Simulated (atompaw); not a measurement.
# Logarithmic derivatives: platinum (Pt), PAW (atompaw)

platinum (Pt), PAW, made with atompaw 4.2.0.5 (PBE, scalar-relativistic). Core [Kr] 4d10 4f14 5s2, reference 5p6 5d9 6s1 6p0. Waves: 6s (bound); 6s channel at 3.25 Ry; 5p (bound); 6p (bound, empty); 5d (bound); 5d channel at 4.7 Ry. Local part: troulliermartins scheme with l = 3 at 0 Ry, radius 2.60 bohr. Core correction: smooth core density matched at 1.32 bohr. Augmentation charge: besselshape compensation charge, radius 2.05 bohr; PAW radius 2.60 bohr; waves and projectors: bloechl.

The phase is arctan(r·u′/u) with u = r·R(r), unwrapped; energies in Ry, scanned from -6 to 5 Ry. A pole is an energy at which the radial function vanishes at the test radius. The pseudo phase is shifted by a multiple of π to meet the all-electron one at the reference energy, and phase errors are pseudo minus all-electron; the curves can meet again beyond the range given. Levels narrower than the energy grid can be missing from the lists of poles.

```
channel  radius (bohr)  reference energy (Ry)  poles, all-electron  poles, pseudo  unbroken range about the reference energy with phases within 0.05 rad  phase error 1 Ry above the reference energy (rad)
      s           2.61                  -0.42                 1.65     1.64, 2.74                                                              below 2.7                                             -0.001
      p           2.61                  -0.06          -4.08, 3.35    -4.08, 3.37                                                        the whole range                                             +0.001
      d           2.61                  -0.45                -0.07          -0.07                                                        the whole range                                             +0.001
```

Phases in the p channel:

| E (Ry) | all-electron | pseudo |
| --- | --- | --- |
| -6.00 | 1.402 | 1.402 |
| -5.76 | 1.397 | 1.398 |
| -5.52 | 1.392 | 1.392 |
| -5.28 | 1.386 | 1.386 |
| -5.04 | 1.378 | 1.378 |
| -4.80 | 1.368 | 1.368 |
| -4.56 | 1.350 | 1.350 |
| -4.32 | 1.296 | 1.296 |
| -4.08 | -1.574 | -1.574 |
| -3.84 | -1.730 | -1.730 |
| -3.60 | -1.757 | -1.757 |
| -3.36 | -1.773 | -1.773 |
| -3.12 | -1.786 | -1.786 |
| -2.88 | -1.799 | -1.799 |
| -2.64 | -1.813 | -1.812 |
| -2.40 | -1.827 | -1.827 |
| -2.16 | -1.844 | -1.843 |
| -1.92 | -1.863 | -1.863 |
| -1.68 | -1.885 | -1.885 |
| -1.44 | -1.912 | -1.912 |
| -1.20 | -1.946 | -1.946 |
| -0.96 | -1.989 | -1.989 |
| -0.72 | -2.047 | -2.047 |
| -0.48 | -2.128 | -2.127 |
| -0.24 | -2.246 | -2.246 |
| 0.00 | -2.433 | -2.433 |
| 0.24 | -2.740 | -2.740 |
| 0.48 | -3.198 | -3.197 |
| 0.72 | -3.682 | -3.681 |
| 0.96 | -4.028 | -4.027 |
| 1.20 | -4.241 | -4.239 |
| 1.44 | -4.374 | -4.373 |
| 1.68 | -4.463 | -4.462 |
| 1.92 | -4.527 | -4.526 |
| 2.16 | -4.575 | -4.574 |
| 2.40 | -4.613 | -4.612 |
| 2.64 | -4.644 | -4.643 |
| 2.88 | -4.670 | -4.669 |
| 3.12 | -4.693 | -4.691 |
| 3.36 | -4.713 | -4.711 |
| 3.60 | -4.732 | -4.730 |
| 3.84 | -4.749 | -4.747 |
| 4.08 | -4.766 | -4.764 |
| 4.32 | -4.783 | -4.780 |
| 4.56 | -4.800 | -4.797 |
| 4.80 | -4.817 | -4.814 |
